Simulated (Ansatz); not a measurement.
Stibine (`[SbH3]`). Charge 0, multiplicity 1. Sb takes the def2 core potential.

(1) What are the harmonic wavenumbers in cm⁻¹ at PBE0-D4/def2-TZVP (Ansatz, finite differences of forces, unscaled)? (An estimate is asked.)

(2) Is this a minimum?

(3) Give the ideal-gas thermochemistry at 298.15 K and 1 bar (rigid rotor, harmonic oscillator; point group C3v, symmetry number 3).

## Answers

(1) Computed: 804, 847, 847, 1970, 1977, 1977.

(2) Yes, all 6 modes are real.

(3) Zero-point energy 50.4 kJ/mol; H(298) − E = 60.8 kJ/mol; entropy 232.7 J/(mol·K), of which translation 169.1, rotation 61.4, vibration 2.3; G(298) − E = -8.6 kJ/mol.
